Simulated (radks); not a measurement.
The numbers below are computed, except where a source is named.
Radial electron density D(r) = 4 pi r^2 rho(r) of an atom or ion with 21 electrons. Level of theory: scalar-relativistic Kohn-Sham, PBE, spin-unpolarised, spherical densities, point nucleus (a radial shooting solver on a logarithmic mesh with Libxc functionals).

r (bohr),D(r) (e/bohr)
0.007239,3.162
0.008496,4.115
0.00997,5.307
0.0117,6.771
0.01373,8.532
0.01598,10.49
0.01876,12.81
0.02201,15.35
0.02583,17.97
0.03031,20.48
0.03557,22.64
0.04174,24.17
0.04899,24.83
0.05703,24.53
0.06692,23.29
0.07853,21.45
0.09216,19.58
0.1082,18.42
0.1269,18.56
0.1489,20.19
0.1748,22.80
0.2035,25.20
0.2388,26.34
0.2802,25.05
0.3288,21.25
0.3859,15.97
0.4528,10.95
0.5314,7.759
0.6236,6.942
0.726,7.719
0.852,8.775
0.9998,8.864
1.173,7.629
1.377,5.578
1.616,3.520
1.896,2.011
2.225,1.150
2.59,0.7555
3.04,0.5454
3.567,0.3898
4.186,0.2479
4.912,0.1405
5.765,0.07995
6.765,0.05064
7.939,0.02893
9.242,0.009023
10.85,0.0002358
12.73,0.01747
14.94,0.06050
17.53,0.09145
20.57,0.07914
24.14,0.03349
28.33,0.008229
32.98,0.001278
38.7,0.0001011

What is the nuclear charge?

Answer. Z = 21. The innermost maximum, from 1s, lies near gamma/Z bohr with gamma = sqrt(1 - (Z/c)^2) = 0.988, here 0.0471 bohr (found: 0.0502), and its height grows with Z. The density is that of neutral scandium in [Ar] 3d1 4s1 6s1; the configuration itself is not fixed sharply by these data, and Z only to about a unit. D(r) has 4 maxima, at r = 0.0502, 0.239, 0.938, 18.2 bohr, and minima at 0.115, 0.614 bohr, inside which lie 2.14, 10.40 electrons.
